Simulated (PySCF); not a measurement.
Energy of Rb (rubidium, neutral) between two integer charges

The 5s alpha orbital of [Kr] 5s1 is emptied in steps (occupation f), with all orbitals relaxed, ending at [Kr]. Computed with PySCF 2.14 in x2c-TZVPall (8s6p6d1f, 63 functions), with scalar relativity by spin-free X2C-1e. The exact energy is a straight line in f; departures are measured from the line between the end points of the same method.

```csv
f,UHF (eV),LDA (eV),PBE (eV),PBE0 (eV),r2SCAN (eV),LC-wPBE (eV),BHandHLYP (eV),wB97X (eV),HSE06 (eV),B3LYP (eV)
1,0.000,0.000,0.000,0.000,0.000,0.000,0.000,0.000,0.000,0.000
0.9,0.001,-0.166,-0.167,-0.121,-0.142,0.009,-0.088,0.003,-0.150,-0.138
0.7,0.003,-0.384,-0.394,-0.284,-0.327,0.019,-0.205,0.009,-0.350,-0.322
0.5,0.003,-0.450,-0.473,-0.339,-0.375,0.021,-0.243,0.016,-0.418,-0.383
0.3,0.003,-0.368,-0.399,-0.285,-0.293,0.016,-0.204,0.015,-0.354,-0.319
0.1,0.001,-0.148,-0.168,-0.119,-0.107,0.006,-0.087,0.005,-0.148,-0.134
0,0.000,0.000,0.000,0.000,0.000,0.000,0.000,0.000,0.000,0.000
```

| method | E(f=0) − E(f=1) (eV) | −ε at f=1 (eV) | −ε at f=0.5 (eV) |
| --- | --- | --- | --- |
| UHF | 3.798 | 3.812 | 3.798 |
| LDA | 4.388 | 2.547 | 4.433 |
| PBE | 4.278 | 2.426 | 4.259 |
| PBE0 | 4.199 | 2.855 | 4.193 |
| r2SCAN | 4.063 | 2.477 | 4.165 |
| LC-wPBE | 4.027 | 4.123 | 4.016 |
| BHandHLYP | 4.148 | 3.176 | 4.150 |
| wB97X | 3.880 | 3.904 | 3.900 |
| HSE06 | 4.214 | 2.550 | 4.200 |
| B3LYP | 4.326 | 2.793 | 4.335 |

Orbital energy along the path (eV):

| f | UHF | LDA | PBE | PBE0 | r2SCAN | LC-wPBE | BHandHLYP | wB97X | HSE06 | B3LYP |
| --- | --- | --- | --- | --- | --- | --- | --- | --- | --- | --- |
| 1 | -3.812 | -2.547 | -2.426 | -2.855 | -2.477 | -4.123 | -3.176 | -3.904 | -2.550 | -2.793 |
| 0.9 | -3.809 | -2.920 | -2.783 | -3.120 | -2.806 | -4.102 | -3.369 | -3.910 | -2.881 | -3.097 |
| 0.7 | -3.803 | -3.676 | -3.511 | -3.653 | -3.476 | -4.058 | -3.758 | -3.916 | -3.543 | -3.713 |
| 0.5 | -3.798 | -4.433 | -4.259 | -4.193 | -4.165 | -4.016 | -4.150 | -3.900 | -4.200 | -4.335 |
| 0.3 | -3.793 | -5.161 | -5.033 | -4.744 | -4.749 | -3.986 | -4.541 | -3.850 | -4.881 | -4.953 |
| 0.1 | -3.788 | -5.780 | -5.829 | -5.307 | -5.182 | -3.970 | -4.927 | -3.832 | -5.597 | -5.539 |
| 0 | -3.786 | -5.879 | -5.937 | -5.343 | -4.845 | -3.964 | -5.093 | -3.637 | -5.646 | -5.756 |

As f goes to zero the orbital energy of a semilocal functional can turn back, because the density of that orbital vanishes from the exchange-correlation potential.

Reference removal energy between the ground levels: 4.177 eV (measured; NIST Atomic Spectra Database, ionization energies). UHF lacks correlation.
